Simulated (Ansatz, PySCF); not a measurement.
Input for PySCF:
```python
from pyscf import gto, scf, dft

mol = gto.M(
    atom='''
La    0.440856   -0.032888    0.547194
Cl    0.614549    0.327651   -1.991551
Cl   -2.092713   -0.217379    0.156842
''',
    basis='def2-svp',
    ecp={'La': 'def2-svp'},
    charge=1,
    spin=0,
    verbose=4,
)

mf = dft.RKS(mol)
mf.xc = 'wb97x_v'
mf.grids.atom_grid = (99, 590)
mf.grids.prune = None
mf.kernel()
```

Q: Give the equivalent Ansatz (an electronic-structure program) input.

A: One answer among several that fit: 
Ansatz 0.2 input:
```yaml
crystal:
  periodic: [false, false, false]
  atoms:
    - {symbol: La, position_ang: [0.44085595, -0.03288820, 0.54719399]}
    - {symbol: Cl, position_ang: [0.61454882, 0.32765128, -1.99155080]}
    - {symbol: Cl, position_ang: [-2.09271289, -0.21737908, 0.15684153]}
basis:
  gaussian:
    orbitals: def2-SVP
hamiltonian:
  xc: {name: wB97X-V}
total_charge: 1
accuracy: high
```

Both were run: PySCF gave -951.442266 Eh and Ansatz -951.442265 Eh, 0.001 mEh apart.
